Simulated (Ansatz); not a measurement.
`[CH3][GeH]([CH3])[Cl]` → ethane + `[Cl][GeH]` at 500 K and 1 bar (germylene formation by 1,1-elimination).

Computed with Ansatz on PBE0-D4/def2-TZVP structures; ΔE is electronic, products minus reactants. CCSD(T)/CBS is the MP2 limit (def2-TZVPP, def2-QZVPP) plus CCSD(T) − MP2 in def2-TZVPP, frozen cores. This one scheme is used for every species. For Ge outer-core shells are correlated without core-valence functions, which leaves a few kJ/mol of doubt a bond. Scalar relativity is left out up to krypton.

```json
{"species": "`[CH3][GeH]([CH3])[Cl]`", "CCSD(T)/CBS energy (Eh)": "-2616.27253", "H − E (kJ/mol)": "264.1", "S (J/(mol·K))": "418.0"}
{"species": "`CC`", "CCSD(T)/CBS energy (Eh)": "-79.71954", "H − E (kJ/mol)": "220.5", "S (J/(mol·K))": "259.9"}
{"species": "`[Cl][GeH]`", "CCSD(T)/CBS energy (Eh)": "-2536.49422", "H − E (kJ/mol)": "38.3", "S (J/(mol·K))": "287.7"}
```

H − E and S are ideal-gas, rigid-rotor, harmonic terms from PBE0-D4/def2-TZVP. 1 Eh = 2625.50 kJ/mol, R = 8.31446 J/(mol·K).

Problem. By hand: ΔE, ΔH, ΔS and ΔG.

Solution. ΔE = (-79.71954) + (-2536.49422) − (-2616.27253) = 0.05877 Eh = 154.3 kJ/mol. Δ(H − E) = 220.5 + 38.3 − 264.1 = -5.3, so ΔH = 149.0 kJ/mol. ΔS = 259.9 + 287.7 − 418.0 = 129.6 J/(mol·K). ΔG = 149.0 − 500 × (129.6)/1000 = 84.2 kJ/mol.

Problem. By hand: the equilibrium constant, and the temperature at which ΔG would vanish if ΔH and ΔS stayed fixed.

Solution. log₁₀ K = −ΔG/(RT ln 10) = -8.8. ΔG = 0 at ΔH/ΔS = 1150 K.

The number of gas molecules changes by +1, which sets the sign of ΔS. A doubt of 5 kJ/mol in ΔE shifts log₁₀ K by 0.5 here. These are equilibria of isolated gas molecules and say nothing of rates. Largest T1 diagnostic: 0.013 (customary marks: 0.02 for closed shells, 0.045 for open ones).
